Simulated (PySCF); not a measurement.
Removing an electron from `C=[C](C)[Ge@H]([CH3])[SiH3]`

C₄H₁₂GeSi.
Numbering: `[CH2:1]=[C:2]([CH3:3])[Ge@H:4]([CH3:5])[SiH3:6]` (hydrogens: H7, H8 on C1; H9, H10, H11 on C3; H12 on Ge4; H13, H14, H15 on C5; H16, H17, H18 on Si6)

Geometry (PBE0-D3(BJ)/def2-SVP, Å), atoms numbered from 1 in this order:
```
atom  x, y, z in Å
C1    -1.5280   -1.8736    1.1893
C2    -1.0513   -1.0107    0.2836
C3    -1.5175   -0.9942   -1.1421
Ge4    0.3181    0.2878    0.8002
C5    -0.2919    2.1026    0.3793
Si6    2.3310   -0.1821   -0.3956
H7    -2.2902   -2.6175    0.9233
H8    -1.1836   -1.8764    2.2281
H9    -0.6765   -1.1404   -1.8410
H10   -2.2637   -1.7809   -1.3371
H11   -1.9714   -0.0230   -1.4029
H12    0.5692    0.1511    2.3186
H13   -0.4856    2.2006   -0.6989
H14    0.4672    2.8458    0.6628
H15   -1.2217    2.3225    0.9244
H16    2.0809   -0.1085   -1.8710
H17    2.8360   -1.5536   -0.0764
H18    3.4014    0.8092   -0.0597
```

Level: B3LYP/def2-SVPD (PySCF). Frontier orbitals with their largest atomic shares (Löwdin; up to four atoms above 4 %):

| orbital | ε (eV) | main atoms |
| --- | --- | --- |
| HOMO−3 | -8.68 | Ge4 28 %, H12 23 %, C5 21 %, Si6 6 % |
| HOMO−2 | -8.25 | Ge4 21 %, C2 19 %, C5 14 %, Si6 8 % |
| HOMO−1 | -7.76 | C2 23 %, Ge4 20 %, Si6 15 %, C1 13 % |
| HOMO | -7.01 | ? |
| LUMO | -0.38 | C1 30 %, C2 27 %, Ge4 8 %, Si6 8 % |
| LUMO+1 | 0.09 | Ge4 19 %, Si6 16 %, C5 10 %, C3 7 % |
| LUMO+2 | 0.34 | Si6 31 %, Ge4 14 %, H17 11 %, H16 11 % |

Q: What vertical ionisation energy does ΔSCF give, and how far is −ε(HOMO) from it?

A: ΔSCF: 8.88 eV (856 kJ/mol; threshold wavelength 140 nm); ⟨S²⟩ of the doublet left behind is 0.757, against 0.75 for a pure doublet. −ε(HOMO) is 7.01 eV, 1.87 eV below it. For the exact functional −ε(HOMO) would equal the first vertical ionisation energy; B3LYP (global hybrid, 20 % exact exchange) falls short of its own ΔSCF value by 21 %.

Q: On which atoms does the HOMO lie?

A: C1 (terminal =CH2 carbon) 28 %, C2 (fully substituted alkene carbon) 24 %, Si6 (SiH3 silicon) 12 %, Ge4 (germanium bonded to 2 C, Si and H) 11 %, so no atom holds as much as 40 %. The HOMO−1 lies 0.75 eV lower.

Q: What total energies stand behind the ΔSCF value?

A: E(N) = -2525.73920 Eh and E(N − 1) = -2525.41299 Eh at the same geometry, 0.32621 Eh apart.

Q: Shift the occupied levels rigidly so that −ε(HOMO) equals the ΔSCF value. What binding energies result?

A: The shift is +1.87 eV: HOMO 8.88, HOMO−1 9.63, HOMO−2 10.12, HOMO−3 10.55 eV. A rigid shift is only a rough guide to the deeper ionisations.

Q: What kinetic energy would electrons from this vertical process carry with He II light (40.814 eV)?

A: 40.81 − 8.88 = 31.93 eV.

Q: With α = 114.8 au, estimate the like-pair dispersion coefficient by London's formula C6 = (3/4)α²I.

A: I = 0.3262 Eh, so C6 ≈ 3220 au, a rough estimate.

One conformer (not necessarily the lowest) at the PBE0-D3(BJ)/def2-SVP geometry, without solvent, vibrations or thermal averaging. The calculation is non-relativistic, for germanium too.
